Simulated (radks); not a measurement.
Question: All-electron atom: Hf34+ in [Kr] 4d2. Method: non-relativistic Kohn-Sham, TPSS, spin-polarised, spherical densities, point nucleus; open shells are filled with parallel spins first (spin-orbit coupling, left out, can overturn this in heavy ions); meta-GGA in the generalised Kohn-Sham scheme; relativity is left out, which matters for an element this heavy; computed with a radial shooting solver on a logarithmic mesh with Libxc functionals. Some entries of the table are withheld. Estimate them.

orbital  occ.  eigenvalue (eV)  r(max) (bohr)
1s down     1        -61628.70        0.01396
1s up       1        -61628.69        0.01396
2s up       1        -11226.26        0.07608
2s down     1        -11224.07        0.07608
2p up       3        -10803.04        0.05913
2p down     3        -10801.41        0.05913
3s up       1        -3571.263         0.2083
3s down     1        -3570.495         0.2083
3p up       3        -3380.089         0.1964
3p down     3        -3379.109         0.1964
3d up       5              (1)         0.1552
3d down     5              (2)         0.1553
4s up       1        -1613.377         0.4432
4s down     1        -1607.340         0.4433
4p up       3              (3)         0.4400
4p down     3              (4)         0.4400
4d up       2              (5)         0.4249
4d down     0              (6)         0.4249

Answer: 
(1) 3d up eigenvalue (eV): -3029.516
(2) 3d down eigenvalue (eV): -3027.654
(3) 4p up eigenvalue (eV): -1530.590
(4) 4p down eigenvalue (eV): -1524.532
(5) 4d up eigenvalue (eV): -1384.256
(6) 4d down eigenvalue (eV): -1378.171
